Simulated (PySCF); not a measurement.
# Correlation energy of O²⁺ (oxygen, charge +2)

[He] 2s1 2p2 3d1, one real determinant (an excited configuration). All numbers are calculated (PySCF 2.14, the spin-free X2C one-electron Hamiltonian (Gaussian nucleus), in x2c-TZVPPall with one added diffuse shell each of s, p, d type (6s4p3d1f, 40 functions)). Frozen: 1s2; 4 electrons correlated.

```
  level  correlation energy (mhartree)
   CCSD                         -25.55
    (T)                          -2.38
CCSD(T)                         -27.93
```

Diagnostics: T1 = 0.010, D1 = 0.0291, largest double amplitude 0.280.

The real determinant used has ⟨L²⟩ near 8 against 12 for a pure F term, so it mixes terms. The outer electron is Rydberg-like, and this basis confines it to a smaller radius and binds it less than a complete one would. A double-excitation amplitude exceeds 0.15, a sign of near-degeneracy.

Cost of the coupled-cluster step: roughly 1.4 core-seconds, for 4 correlated electrons.

Iterations:

```
CC2 = 0
CCSD nocc = (np.int64(4), np.int64(0)), nmo = (39, 39)
frozen orbitals [[0], [0]]
max_cycle = 100
direct = 0
conv_tol = 1e-08
conv_tol_normt = 1e-06
diis_space = 8
diis_start_cycle = 0
Init t2, MP2 energy = -0.0166129559819661
Init E_corr(UCCSD) = -0.0166129557930773
cycle = 1  E_corr(UCCSD) = -0.0199918937106521  dE = -0.00337893792  norm(t1,t2) = 0.598009
cycle = 2  E_corr(UCCSD) = -0.00841240460795234  dE = 0.0115794891  norm(t1,t2) = 611.74
cycle = 3  E_corr(UCCSD) = 0.0147698425054945  dE = 0.0231822471  norm(t1,t2) = 653260
cycle = 4  E_corr(UCCSD) = -0.00127664551716542  dE = -0.016046488  norm(t1,t2) = 47.7084
cycle = 5  E_corr(UCCSD) = -0.00889876813649755  dE = -0.00762212262  norm(t1,t2) = 27.6896
cycle = 6  E_corr(UCCSD) = -0.0133042891224527  dE = -0.00440552099  norm(t1,t2) = 11.9103
cycle = 7  E_corr(UCCSD) = -0.0160698388858613  dE = -0.00276554976  norm(t1,t2) = 4.7042
cycle = 8  E_corr(UCCSD) = -0.0222699004146077  dE = -0.00620006153  norm(t1,t2) = 3.05828
cycle = 9  E_corr(UCCSD) = -0.0262059927580442  dE = -0.00393609234  norm(t1,t2) = 0.887818
cycle = 10  E_corr(UCCSD) = -0.0221008597876621  dE = 0.00410513297  norm(t1,t2) = 2.45064
cycle = 11  E_corr(UCCSD) = -0.0238052663717891  dE = -0.00170440658  norm(t1,t2) = 2.31682
cycle = 12  E_corr(UCCSD) = -0.025361829210305  dE = -0.00155656284  norm(t1,t2) = 0.30637
cycle = 13  E_corr(UCCSD) = -0.0254493189083931  dE = -8.74896981e-05  norm(t1,t2) = 0.0670256
cycle = 14  E_corr(UCCSD) = -0.0255555402895002  dE = -0.000106221381  norm(t1,t2) = 0.0672137
cycle = 15  E_corr(UCCSD) = -0.025560650362938  dE = -5.11007344e-06  norm(t1,t2) = 0.0106917
cycle = 16  E_corr(UCCSD) = -0.0255374265272391  dE = 2.32238357e-05  norm(t1,t2) = 0.0134668
cycle = 17  E_corr(UCCSD) = -0.0255515351731931  dE = -1.4108646e-05  norm(t1,t2) = 0.00367244
cycle = 18  E_corr(UCCSD) = -0.025550327019205  dE = 1.20815399e-06  norm(t1,t2) = 0.00991628
cycle = 19  E_corr(UCCSD) = -0.0255497571946297  dE = 5.69824575e-07  norm(t1,t2) = 0.0081088
cycle = 20  E_corr(UCCSD) = -0.0255397589431712  dE = 9.99825146e-06  norm(t1,t2) = 0.00869757
cycle = 21  E_corr(UCCSD) = -0.0255507641592921  dE = -1.10052161e-05  norm(t1,t2) = 0.00923538
cycle = 22  E_corr(UCCSD) = -0.0255510432348622  dE = -2.7907557e-07  norm(t1,t2) = 0.00698615
cycle = 23  E_corr(UCCSD) = -0.025549981075072  dE = 1.06215979e-06  norm(t1,t2) = 0.000855348
cycle = 24  E_corr(UCCSD) = -0.0255499850782083  dE = -4.00313627e-09  norm(t1,t2) = 0.000223885
cycle = 25  E_corr(UCCSD) = -0.0255499871982088  dE = -2.12000053e-09  norm(t1,t2) = 0.000147973
cycle = 26  E_corr(UCCSD) = -0.0255500076039624  dE = -2.04057536e-08  norm(t1,t2) = 0.000133106
cycle = 27  E_corr(UCCSD) = -0.0255500152605442  dE = -7.65658183e-09  norm(t1,t2) = 3.39002e-05
cycle = 28  E_corr(UCCSD) = -0.0255500202633683  dE = -5.00282413e-09  norm(t1,t2) = 2.66854e-06
cycle = 29  E_corr(UCCSD) = -0.0255500175443027  dE = 2.71906561e-09  norm(t1,t2) = 1.53583e-06
cycle = 30  E_corr(UCCSD) = -0.0255500195970956  dE = -2.05279288e-09  norm(t1,t2) = 1.39422e-06
cycle = 31  E_corr(UCCSD) = -0.0255500142090281  dE = 5.38806748e-09  norm(t1,t2) = 1.9012e-06
cycle = 32  E_corr(UCCSD) = -0.025550013009097  dE = 1.19993112e-09  norm(t1,t2) = 2.05766e-07
UCCSD converged
E(UCCSD) = -71.43917698323868  E_corr = -0.02555001300909702
UCCSD(T) correction = -0.00238271037207609
```

The reference is one real determinant that mixes LS terms of this configuration.
